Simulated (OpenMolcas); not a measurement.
## 2s² 2p along the 5-electron sequence

| Quantity | Value |
| --- | --- |
| Program | OpenMolcas |
| Method | CASSCF |
| Basis | ANO-R3 |
| Scalar Hamiltonian | X2C, finite nucleus |
| Spin-orbit coupling | RASSI with atomic mean-field integrals over the reference wave functions, term energies averaged over their components |

Active space for each ion: 1 electron in 3 orbitals (2p).

Computed levels in cm-1 above ²P°_1/2:

```json
{"Level": "²P°_3/2", "B": "14.4", "C+": "61.9", "N2+": "173", "O3+": "383", "F4+": "740", "Ne5+": "1301"}
{"Level": "weight of ²P° in the lowest level (%)", "B": "100", "C+": "100", "N2+": "100", "O3+": "100", "F4+": "100", "Ne5+": "100"}
```

Measured, with the error of the calculation in %. Measured levels: B, C+ from NIST Handbook of Basic Atomic Spectroscopic Data; N2+ from Moore, Selected Tables of Atomic Spectra, NSRDS-NBS 3, section 5; O3+ from Moore, Selected Tables of Atomic Spectra, NSRDS-NBS 3, section 10; F4+ from Moore, Atomic Energy Levels, vol. I, NSRDS-NBS 35 (1971 reprint of NBS Circular 467, 1949); Ne5+ from NIST levels in Podobedova, Fuhr, Reader and Wiese, J. Phys. Chem. Ref. Data 33, 525 (2004).

```
  Level            B           C+         N2+         O3+         F4+         Ne5+
²P°_3/2  15.3 (-5.7)  63.4 (-2.5)  174 (-1.0)  386 (-0.7)  746 (-0.8)  1310 (-0.7)
```

The fine-structure level ²P°_3/2 changes by a factor of 90.3 from B to Ne5+. Its fourth root runs 1.95, 2.80, 3.63, 4.42, 5.22, 6.01, with steps per unit of Z of 0.86, 0.82, 0.80, 0.79, 0.79; equal steps would mean a (Z - σ)^4 law with constant σ.

With one active electron the reference holds no correlation, so core polarisation is missing. Computed and measured levels are paired by configuration, term and J; levels that our copy of the source lacks, or whose pairing is in doubt (as where it misses far off the trend of its configuration), stay unpaired and out of the deviations. Only configurations of the active space appear.

° marks odd parity.
